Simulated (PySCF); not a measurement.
Mayer bond orders and bond lengths

C4H11FSSi2.
Numbering: `[F:1][C@@H:2]1[CH2:3][C@@H:4]([SiH3:5])[Si@H:6]([SH:7])[CH2:8]1` (hydrogens: H9 on C2; H10, H11 on C3; H12 on C4; H13, H14, H15 on Si5; H16 on Si6; H17 on S7; H18, H19 on C8)

Cartesian coordinates in Å at the GFN2-xTB level; atoms count from 1:
```xyz
19
C4H11FSSi2 angstrom
F     -1.4376   -0.2178    2.0481
C     -1.1531   -1.0650    0.9844
C      0.3563   -1.0754    0.7652
C      0.7957    0.3093    0.2741
Si     2.5333    0.2962   -0.5017
Si    -0.6534    0.8742   -0.8297
S     -1.3719    2.8451   -0.3586
C     -1.8324   -0.5145   -0.2610
H     -1.5376   -2.0474    1.2855
H      0.5761   -1.8380    0.0157
H      0.8682   -1.3490    1.6892
H      0.8325    0.9745    1.1435
H      2.5188   -0.6075   -1.6555
H      3.4942   -0.1968    0.4884
H      2.8801    1.6531   -0.9180
H     -0.4333    0.8954   -2.2694
H     -1.6989    2.5734    0.8966
H     -2.8453   -0.1961   -0.0227
H     -1.9014   -1.3047   -1.0049
```

Bond orders from the PBE0/pcSseg-1 density (PySCF). One conformer (not necessarily the lowest) at the GFN2-xTB geometry, without solvent, vibrations or thermal averaging.

Problem. How far do the computed orders between heavy atoms stray from the drawn ones?

Solution. The largest departure is 0.147, at F1–C2 (drawn single, 0.853). Drawn single, order below 0.88: F1–C2 (0.853), C4–Si6 (0.864) and Si6–C8 (0.876).

Problem. Give the Mayer order of every bond, beside its length.

Solution. 
```tsv
bond	drawn as	length (Å)	Mayer order
F1–C2	single	1.389	0.853
C2–C3	single	1.525	1.016
C3–C4	single	1.534	0.984
C4–Si5	single	1.903	0.894
C4–Si6	single	1.907	0.864
Si6–S7	single	2.150	1.081
Si6–C8	single	1.908	0.876
C8–C2	single	1.522	1.025
C2–H9	single	1.097	0.955
C3–H10	single	1.092	0.943
C3–H11	single	1.091	0.943
C4–H12	single	1.095	0.916
Si5–H13	single	1.466	0.944
Si5–H14	single	1.465	0.946
Si5–H15	single	1.461	0.951
Si6–H16	single	1.457	0.954
S7–H17	single	1.325	0.915
C8–H18	single	1.088	0.942
C8–H19	single	1.087	0.934
```

By pair of heavy elements: C–C: lowest C3–C4 (0.984, 1.534 Å), highest C8–C2 (1.025, 1.522 Å). C–Si: lowest C4–Si6 (0.864, 1.907 Å), highest C4–Si5 (0.894, 1.903 Å).

Problem. Sum the orders of all bonds at each heavy atom with more than one neighbour and set the sums beside the valence in the SMILES.

Solution. C2 3.849 (drawn 4), C3 3.886 (drawn 4), C4 3.658 (drawn 4), Si5 3.735 (drawn 4), Si6 3.775 (drawn 4), S7 1.996 (drawn 2), C8 3.777 (drawn 4). Orders between atoms that aren't bonded are not in these sums.

For a closed shell the Mayer order of atoms A and B is Σ (PS)μν (PS)νμ over the basis functions μ on A and ν on B, with P the density and S the overlap matrix.
